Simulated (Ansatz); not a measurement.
The cluster Zr₄O₈⁺. The state is a doublet with charge 1. Geometry PBE-D4/def2-SVP, that of the neutral singlet; atoms count from 1.

Cartesian coordinates in Å:
```
Zr 1.4662 -0.6522 2.1412
Zr -1.0341 1.0866 -1.8405
Zr 1.1403 -0.8645 -0.7444
Zr -1.1503 0.1194 1.1237
O 0.8073 0.6564 0.6437
O -0.9609 -0.7644 -0.7757
O -2.1795 1.0057 -3.1987
O 0.9642 0.4327 -2.1549
O 2.6819 -1.0356 0.5730
O -0.1928 0.2000 2.9182
O -1.7777 1.6099 0.0806
O 0.2355 -1.7939 1.2337
```

In the def2 sets Zr takes a core potential; there is no spin–orbit coupling. The structure comes from a short search, and lower isomers may exist.

Estimate the Mulliken populations from the PBE0/def2-TZVP orbitals of Ansatz.


```tsv
atom	charge (e)	spin (α − β)	d electrons
Zr1	1.54	-0.01	1.90
Zr2	1.56	-0.09	1.85
Zr3	1.59	-0.01	1.81
Zr4	1.59	-0.01	1.81
O5	-0.66	0.00	–
O6	-0.76	0.00	–
O7	-0.33	0.85	–
O8	-0.71	0.10	–
O9	-0.72	0.02	–
O10	-0.72	0.02	–
O11	-0.71	0.10	–
O12	-0.68	0.02	–
```
Mulliken values and Mayer orders depend strongly on the basis.

Where does the spin sit?

Summed by element: Zr -0.12, O 1.12, of 1 unpaired in all. Largest on single atoms: O7 0.85, O8 0.10, O11 0.10.

And the Mayer bond orders between bonded heavy atoms (over 0.3)?

Zr1–O5 0.63 (2.10 Å); Zr1–O9 0.93 (2.02 Å); Zr1–O10 0.94 (2.02 Å); Zr1–O12 1.16 (1.91 Å); Zr2–O6 0.72 (2.14 Å); Zr2–O7 1.31 (1.78 Å); Zr2–O8 0.86 (2.13 Å); Zr2–O11 0.86 (2.13 Å); Zr3–O5 0.67 (2.09 Å); Zr3–O6 0.59 (2.10 Å); Zr3–O8 1.03 (1.92 Å); Zr3–O9 0.95 (2.04 Å); Zr3–O12 0.39 (2.37 Å); Zr4–O5 0.67 (2.09 Å); Zr4–O6 0.59 (2.10 Å); Zr4–O10 0.95 (2.04 Å); Zr4–O11 1.03 (1.92 Å); Zr4–O12 0.39 (2.37 Å).
